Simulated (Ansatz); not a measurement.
Calculation: Ansatz (an electronic-structure program) with frozen-core CCSD(T)/cc-pVTZ // PBE0-D3(BJ)/def2-TZVP.

Ansatz 0.2 input:
```yaml
crystal:
  periodic: [false, false, false]
  atoms:
    - { symbol: O, position_ang: [1.1616, -0.684703, -0.218949] }
    - { symbol: B, position_ang: [0.000005, 0.000004, 0.000007] }
    - { symbol: O, position_ang: [-1.181154, -0.677014, 0.112193] }
    - { symbol: O, position_ang: [0.019558, 1.361727, 0.10679] }
    - { symbol: H, position_ang: [1.920442, -0.100624, -0.279049] }
    - { symbol: H, position_ang: [-1.065417, -1.624975, 0.019585] }
    - { symbol: H, position_ang: [-0.855036, 1.725585, 0.259423] }
basis:
  gaussian: { orbitals: cc-pVTZ }
correlation:
  method: ccsd_t
```

Output:

```
Functional definition: HF
979 factors; integrals over basis functions are off by at most 9.5e-4 eV
mean field evaluation 1: about -6834.1070 eV, gradient 5.0e1 eV
mean field evaluation 2: about -6834.1094 eV, gradient 5.0e1 eV
mean field evaluation 4: about -6838.2393 eV, gradient 2.6e0 eV
mean field evaluation 8: about -6838.2629 eV, gradient 5.5e-5 eV
mean field evaluation 16: about -6838.2621 eV, gradient 4.2e-1 eV
mean field -6838.26288535 eV, -251.3015258954 hartree, gradient 9.6e-7 eV, S^2 0.000000; 0 other end points of the search recorded, 0 dependent functions left out
4 core orbitals not correlated
reference -6838.26288535 eV, -251.3015258954 hartree; 12, 12 occupied and 146, 146 virtual orbitals, 979 factors
second order -22.24109780 eV of doubles, -0.00000000 eV of singles
cycle   1  -21.97258764 eV  change    2.7e-1 eV  update   8.5e-2
cycle   2  -22.40505607 eV  change   -4.3e-1 eV  update   2.3e-2
cycle   3  -22.49908423 eV  change   -9.4e-2 eV  update   1.1e-2
cycle   4  -22.48281359 eV  change    1.6e-2 eV  update   2.3e-3
cycle   5  -22.48250984 eV  change    3.0e-4 eV  update   1.0e-3
cycle   6  -22.48287529 eV  change   -3.7e-4 eV  update   2.5e-4
cycle   7  -22.48268156 eV  change    1.9e-4 eV  update   8.3e-5
cycle   8  -22.48262893 eV  change    5.3e-5 eV  update   2.1e-5
cycle   9  -22.48262823 eV  change    7.0e-7 eV  update   6.6e-6
perturbative correction -0.78777664 eV, -0.0289502574 hartree
Total energy: -6861.53329022 eV, -252.1566975011 hartree
```

Cost: roughly 50 core-seconds.
